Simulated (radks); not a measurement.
The numbers below are computed, except where a source is named.
Species: I II. Configuration: [Kr] 4d10 5s2 5p4. Level of theory: scalar-relativistic Kohn-Sham, PBE, spin-unpolarised, spherical densities, point nucleus (a radial shooting solver on a logarithmic mesh with Libxc functionals).

X-ray form factor f0, the Fourier transform of the density (f0(0) = 52):

| sin(theta)/lambda (1/angstrom) | f0 (electrons) |
|---|---|
| 0.05 | 51.103 |
| 0.1 | 48.740 |
| 0.15 | 45.631 |
| 0.2 | 42.416 |
| 0.25 | 39.422 |
| 0.3 | 36.727 |
| 0.4 | 32.068 |
| 0.5 | 28.128 |
| 0.6 | 24.850 |
| 0.8 | 20.191 |
| 1 | 17.274 |
| 1.25 | 14.545 |
| 1.5 | 12.096 |
| 2 | 8.219 |
